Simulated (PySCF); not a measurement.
CH$_{7}$BOSi, singlet, geometry from GFN2-xTB. Base run: HF/6-31G, polarisability (PySCF).

Here is a job for PySCF.
```python
from pyscf import gto, scf
from pyscf.prop import polarizability

mol = gto.M(
    atom='''
B    -0.591136    0.582294   -0.550360
H    -1.298161    1.368490   -1.075338
O    -0.299186   -0.427897   -1.357866
C     0.514003   -1.530115   -1.050816
H     0.913531   -1.476424   -0.033837
H    -0.078647   -2.441610   -1.160316
H     1.340817   -1.562070   -1.764466
Si    0.046458    0.801923    1.309598
H    -0.449657    2.009486    1.979602
H     1.514618    0.875866    1.433364
H    -0.327765   -0.308264    2.206251
''',
    basis='6-31g',
    charge=0,
    spin=0,
    verbose=4,
)

mf = scf.RHF(mol)
mf.kernel()
alpha = mf.Polarizability().polarizability()[2, 2]
print('alpha_zz =', alpha)
```

The base run was repeated with changes; each row names its change, and settings that it needs were set with it.

```json
[
 {"change": "base", "alpha_zz (bohr³)": "47.65", "basis functions": "54"},
 {"change": "finite field (a.u.) = 0.05; conv_tol = 1e-11", "alpha_zz (bohr³)": "48.66", "basis functions": "54"},
 {"change": "finite field (a.u.) = 0.001; conv_tol = 1e-6", "alpha_zz (bohr³)": "47.63", "basis functions": "54"},
 {"change": "basis = cc-pVDZ", "alpha_zz (bohr³)": "51.57", "basis functions": "95"},
 {"change": "functional = pbe", "alpha_zz (bohr³)": "54.11", "basis functions": "54"},
 {"change": "basis = 6-31G*", "alpha_zz (bohr³)": "47.00", "basis functions": "74"},
 {"change": "finite field (a.u.) = 0.005; conv_tol = 1e-11", "alpha_zz (bohr³)": "47.66", "basis functions": "54"},
 {"change": "basis = def2-SVP", "alpha_zz (bohr³)": "49.79", "basis functions": "95"},
 {"change": "finite field (a.u.) = 2e-4; conv_tol = 1e-11", "alpha_zz (bohr³)": "47.65", "basis functions": "54"},
 {"change": "functional = lda,vwn", "alpha_zz (bohr³)": "[?]", "basis functions": "54"},
 {"change": "functional = pbe0", "alpha_zz (bohr³)": "[?]", "basis functions": "54"},
 {"change": "basis = 6-31+G*", "alpha_zz (bohr³)": "51.43", "basis functions": "90"}
]
```

Task: What belongs in the gaps?

Result: 
- functional = lda,vwn, alpha_zz (bohr³): 55.15
- functional = pbe0, alpha_zz (bohr³): 51.94

Finite-field rows take the second difference of the energy in a field along z; a small field with loose convergence shows SCF noise divided by the square of the field, and a large one adds hyperpolarisability.
